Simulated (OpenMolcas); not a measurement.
**Ru4+: moving or changing the point charges**

Ru4+ among 3 point charges of -1 e arranged as a planar triangle (D3h), 2.15 Å from the ion.
```
   2.1500    0.0000    0.0000  -1.00
  -1.0750    1.8620    0.0000  -1.00
  -1.0750   -1.8620    0.0000  -1.00
```

```
Program             : OpenMolcas
Method              : CASSCF
Basis               : ANO-RCC-VDZP [6s5p3d1f]
Scalar Hamiltonian  : DKH2, point nucleus
Active space        : 4 electrons in 5 orbitals (4d)
State averaging     : 2S+1 = 5 even, 5 roots; 2S+1 = 3 even, 45 roots; 2S+1 = 1 even, 50 roots
Spin-orbit coupling : state interaction with AMFI integrals over the reference wave functions
```

Runs around this geometry, states (labels of D3, the rotations of D3h). Energies in cm-1 above the lowest state or level, χT in cm3 K/mol.

| R (Å) | q (e) | Ground state | First state of that spin | First gap with spin-orbit (degeneracies) | χT at 300 K | First state of another spin |
| --- | --- | --- | --- | --- | --- | --- |
| 2.15 | -0.5 | 5E | 5E 2362 | 74.8 (1, 1) | 0.906 | 3E 20208 |
| 2 | -1 | 5E | 5E 5874 | 24.7 (1, 1) | 0.977 | 3E 20627 |
| 2.15 | -1 | 5E | 5E 4697 | 31.4 (1, 1) | 0.965 | 3E 20593 |
| 2.39 | -1 | 5E | 5E 3383 | 46.4 (1, 1) | 0.942 | 3E 20426 |

Taking the first state of the same spin as R^-n, n = -ln(3383 / 5874) / ln(2.39 / 2) = 3.1 between the shortest and longest distance.

Scaling the charges by -0.5 / -1 = 0.50 scales the first state of the same spin by 2362 / 4697 = 0.50; with fixed orbitals a first-order splitting would follow the charge.

An orbital doublet at a regular site is open to a Jahn-Teller distortion, which this geometry leaves out. Without dynamic correlation the repulsion within the d shell is too large (B by tens of per cent), so at a given field states of lower spin stand too high. Point charges give a weaker field than real ligands, and real ions of this kind are as a rule low spin; the high spin found here belongs to the model. The ground term spreads over less than 5000 cm-1, several times less than with real ligands, so orbital moments are less quenched and χT lies further from the spin-only value than at real sites (holds for R = 2.15, q = -0.5; R = 2.39, q = -1). Point charges carry no covalency, so the field is a model and not that of real ligands. No measured value stands beside these numbers.
